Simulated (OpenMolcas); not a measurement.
O5+: input and output

Input:

```
&GATEWAY
Coord
1

O 0.0 0.0 0.0
Basis=ANO-L-VDZP
Group=XYZ
NoMove
AngMom=0.0 0.0 0.0
AMFI
&SEWARD
&RASSCF
FileOrb=start.orb
Symmetry=1
Spin=2
nActEl=1 0 0
Inactive=1 0
Ras2=1 3
CIRoot=1 1 1
SDav=1
CIMx=300
Iter=120 100
PrWF=0.3
OrbListing=Nothing
MaxOrb=0
Atom
>>> COPY $Project.JobIph JOBPRE
&RASSCF
FileOrb=start.orb
Symmetry=1
Spin=2
nActEl=1 0 0
Inactive=1 0
Ras2=2 6
CIRoot=1 1 1
SDav=2
CIMx=300
Iter=120 100
PrWF=0.3
OrbListing=Nothing
MaxOrb=0
Atom
>>> COPY $Project.JobIph JOB001
&RASSCF
FileOrb=start.orb
Symmetry=2
Spin=2
nActEl=1 0 0
Inactive=1 0
Ras2=2 6
CIRoot=3 3 1
SDav=6
CIMx=300
Iter=120 100
PrWF=0.3
OrbListing=Nothing
MaxOrb=0
Atom
>>> COPY $Project.JobIph JOB002
&RASSI
NrOfJobIphs=2 1 3
1
1 2 3
IphNames
JOB001
JOB002
EJob
SpinOrbit
DIPRint=1.0
SOCoupling=1000.0
Subsets=2
MEES
Property=10
'ANGMOM' 1 'ANGMOM' 2 'ANGMOM' 3 'MLTPL  1' 1 'MLTPL  1' 2 'MLTPL  1' 3
'AMFI' 1 'AMFI' 2 'AMFI' 3 'MLTPL  2' 6
SOProperty=3
'ANGMOM' 1 'ANGMOM' 2 'ANGMOM' 3
```

Launched by
```bash
OMP_NUM_THREADS=1 MOLCAS_MEM=2252 MOLCAS_PROJECT=a pymolcas a.inp > a.log  # once for each step of the input, in one work folder
```

A driver script runs the steps one by one and writes start.orb anew before each from the orbitals found so far.

Output, cut to the results:

```
--- SEWARD ---
Basis set label: O.ANO-L...3S2P1D.

      Electronic valence basis set:
      ------------------
      Associated Effective Charge   8.000000 au
      Associated Actual Charge      8.000000 au
      Nuclear Model: Point charge

      Shell  nPrim  nBasis  Cartesian Spherical Contaminant
         s      14       3        X
         p       9       2        X
         d       4       1                 X
                  Atomic mean-field integrals
--- RASSCF ---
Wave function specifications:
      -----------------------------

      Number of closed shell electrons           2
      Number of electrons in active shells       1
      Max number of holes in RAS1 space          0
      Max nr of electrons in RAS3 space          0
      Number of inactive orbitals                1
      Number of active orbitals                  8
      Number of secondary orbitals               5
      Spin quantum number                      0.5
      State symmetry                             1
Orbital specifications:
      -----------------------

      Symmetry species                           1   2
                                                ag  au
      Frozen orbitals                            0   0
      Inactive orbitals                          1   0
      Active orbitals                            2   6
      RAS1 orbitals                              0   0
      RAS2 orbitals                              2   6
      RAS3 orbitals                              0   0
      Secondary orbitals                         5   0
      Deleted orbitals                           0   0
      Number of basis functions                  8   6
      Number of CSFs                             2
      Number of root(s) required                 1
      Iter CI   SX   CI       RASSCF       Energy    max ROT     max BLB   max BLB  Level Ln srch  Step   QN
          iter iter root      energy       change     param      element    value   shift minimum  type update
 Nr of preliminary CI iterations:   1
 ###############################################################################
 ###############################################################################
 ###                                                                         ###
 ###                                                                         ###
 ###    WARNING: Problems in orbital optimization.                           ###
 ###                                                                         ###
 ###                                                                         ###
 ###############################################################################
 ###############################################################################
  Warning: In symmetry  1, orbital p=   3 has diagonal density matrix element D(p,p) close to zero. D(p,p)=  1.396768E-31
 ###############################################################################
        ...
  Warning: In symmetry  2, orbital p=   4 has diagonal density matrix element D(p,p) close to zero. D(p,p)=  0.000000E+00
  Warning: In symmetry  2, orbital p=   5 has diagonal density matrix element D(p,p) close to zero. D(p,p)=  0.000000E+00
  Warning: In symmetry  2, orbital p=   6 has diagonal density matrix element D(p,p) close to zero. D(p,p)=  0.000000E+00
        4   1    1    1   -64.11319769   -8.53E-14   0.00E+00    1   2 1 -2.23E-08   0.00   0.00    SX    NO
      Convergence after  4 iterations
        5   1    1    1   -64.11319769   -1.42E-14   0.00E+00    1   2 1 -2.23E-08   0.00   0.00    SX    NO
      Natural orbitals and occupation numbers for root  1
      sym 1:   1.000000   0.000000
      sym 2:   0.000000   0.000000   0.000000   0.000000   0.000000   0.000000
::    RASSCF root number  1 Total energy:    -64.11319769
--- RASSCF ---
Wave function specifications:
      -----------------------------

      Number of closed shell electrons           2
      Number of electrons in active shells       1
      Max number of holes in RAS1 space          0
      Max nr of electrons in RAS3 space          0
      Number of inactive orbitals                1
      Number of active orbitals                  8
      Number of secondary orbitals               5
      Spin quantum number                      0.5
      State symmetry                             2
Orbital specifications:
      -----------------------

      Symmetry species                           1   2
...
--- RASSI ---
SPIN-FREE ENERGIES:
  (Shifted by EMIN (a.u.) =        -64.1131976894)

 SF State       Relative EMIN(au)   Rel lowest level(eV)    D:o, cm**(-1)      L_eff

     1             0.0000000000        0.0000000000              0.0000         0.0
     2             0.4875636420       13.2672825833         107007.8506         1.0
     3             0.4875636420       13.2672825833         107007.8506         1.0
     4             0.4875636420       13.2672825833         107007.8506         1.0
     Dipole printing threshold changed to   1.00000000E+00

++ Dipole transition strengths (spin-free states):
   -----------------------------------------------
     for osc. strength at least  1.00000000E+00

  ( Max oscillator strength is only   0.10006844998442076      )
--
Eigenvalues of complex Hamiltonian:
   -----------------------------------
  (Shifted by EMIN (a.u.) =        -64.1131976894)

 SO State       Relative EMIN(au)   Rel lowest level(eV)    D:o, cm**(-1)     J-value

     1             0.0000000000        0.0000000000              0.0000         0.4
     2             0.0000000000        0.0000000000              0.0000         0.4
     3             0.4864938461       13.2381719519         106773.0575         0.4
     4             0.4864938461       13.2381719519         106773.0575         0.4
     5             0.4880985400       13.2818378990         107125.2471         1.0
     6             0.4880985400       13.2818378990         107125.2471         1.0
     7             0.4880985400       13.2818378990         107125.2471         1.3
     8             0.4880985400       13.2818378990         107125.2471         1.3
Weights of the five most important spin-orbit-free states for each spin-orbit state.

 SO State  Total energy (au)           Spin-free states, spin, and weights
 -------------------------------------------------------------------------------------------------------
...
```

The J values that RASSI prints are effective ones from its own formula and need not be integers or half-integers; the table below assigns J from the states.

Levels above the lowest, from the spin-orbit matrix, grouped by J:

```
Configuration  Term    J  E (cm⁻¹)  Measured (cm⁻¹)      g  Term weight %
           2s    ²S  1/2       0.0              0.0  2.002            100
           2p   ²P°  1/2    106773            96375  0.666            100
           2p   ²P°  3/2    107125            96908  1.334            100
```

Against the 2 measured excited levels shown (Moore, Selected Tables of Atomic Spectra, NSRDS-NBS 3, section 8) the mean absolute deviation is 10000 cm-1; the largest miss in energy is 2p ²P°_1/2: computed 106773, measured 96375 cm⁻¹ (+10.8 %).

With one active electron outside closed inactive shells, the extra shells (3p 3s) add no correlation to the reference. With one active electron the reference holds no correlation, so core polarisation is missing. The basis is small and was not contracted for so high a charge. Computed and measured levels are paired by configuration, term and J; levels that our copy of the source lacks, or whose pairing is in doubt (as where it misses far off the trend of its configuration), stay unpaired and out of the deviations. Levels of configurations outside the active space are missing. The first state left out of the spin-orbit step lies near 650000 cm-1 above the lowest spin-free state of the reference (among the parities and spins computed), and the list stops at four fifths of that energy or lower.

The RASSCF and RASSI steps took 7 s on 1 thread of Arm Neoverse V1, with other jobs on the host; the integral step is not counted.

The term weight is that of the spin-free term in the level, not the purity of its configuration. ° marks odd parity.
